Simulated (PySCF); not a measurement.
**Correlation energy of Al (aluminium, neutral)**

[Ne] 3s1 3p1 4s1, high-spin 4P determinant (an excited configuration). Computed with PySCF 2.14 in aug-cc-pCVTZ-DK with one added diffuse shell each of s, p, d, f type (9s8p6d4f, 91 functions), with scalar relativity by spin-free X2C-1e. Frozen: 1s2; 11 electrons correlated.

```csv
level,correlation energy (mhartree)
CCSD,-290.98
(T),-2.39
CCSD(T),-293.37
```

Diagnostics: T1 = 0.014, D1 = 0.0645, largest double amplitude 0.034.

**Question.** Is a single reference adequate?

**Answer.** Yes: T1 lies below 0.03 and no double amplitude reaches 0.07.
